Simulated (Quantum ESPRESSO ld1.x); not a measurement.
Task: The erbium ion Er25+, 43 electrons, occupied as [Kr] 4d7. All-electron calculation, Dirac Kohn-Sham, PW91, spin-unpolarised, spherical densities, point nucleus; open shells fill j = l - 1/2 first. Program: ld1.x of Quantum ESPRESSO 7.5. Some entries of the table are withheld. Estimate them.

orbital  occ.  eigenvalue (eV)  <1/r> (bohr^-1)
1s1/2       2         -58120.2            77.59
2s1/2       2         -10433.9            18.65
2p1/2       2         -9975.40            18.62
2p3/2       4         -9058.64            16.15
3s1/2       2         -2961.98            6.856
3p1/2       2              (1)              (2)
3p3/2       4              (3)              (4)
3d3/2       4         -2227.59            6.020
3d5/2       6         -2185.11            5.867
4s1/2       2         -1160.65            3.078
4p1/2       2         -1078.26            2.996
4p3/2       4         -1025.46            2.792
4d3/2       4         -889.225            2.650
4d5/2       3         -878.381            2.602
4f5/2       0         -714.541            2.374
4f7/2       0         -711.984            2.358
5s1/2       0         -605.047            1.644
5p1/2       0         -569.164            1.596
5p3/2       0         -549.867            1.518

Result: 
(1) 3p1/2 eigenvalue (eV): -2762.13
(2) 3p1/2 <1/r> (bohr^-1): 6.770
(3) 3p3/2 eigenvalue (eV): -2567.76
(4) 3p3/2 <1/r> (bohr^-1): 6.141
